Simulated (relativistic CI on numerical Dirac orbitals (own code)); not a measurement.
The numbers below are computed, except where a source is named.
Quantum defects of the np series of Sc²⁺

Problem. The np 2P° levels with J = 3/2 of Sc²⁺ lie at 5p: 128283.1, 6p: 155575.2 cm⁻¹ (Sugar and Corliss, J. Phys. Chem. Ref. Data 9, 473 (1980)), and the ionisation limit at 199677.4 cm⁻¹ (NIST ASD). Find the quantum defects and predict 7p.

Working.
1. The outer electron sees the charge z = 3; R = 109735.98 cm⁻¹ for this mass. The binding energy T = limit − E defines n* = z√(R/T).
2. Values: 5p: T = 71394.3, n* = 3.7193, δ = n − n* = 1.2807; 6p: T = 44102.2, n* = 4.7322, δ = n − n* = 1.2678.
3. With δ held at 1.2678: E(7p) = limit − Rz²/(7 − δ)² = 169620.5 cm⁻¹.
4. The Ritz form δ = δ₀ + a/n*² through the last two members has a = 0.4670 and δ₀ = 1.2469, so with n* ≈ 7 − 1.2678, δ(7) = 1.2611 and E = 169690.0 cm⁻¹.

Check. The measured level is 169685.9 cm⁻¹ (δ = 1.2615), so the two predictions miss by -65.4 and 4.1 cm⁻¹. The defect is large because this electron penetrates the core.
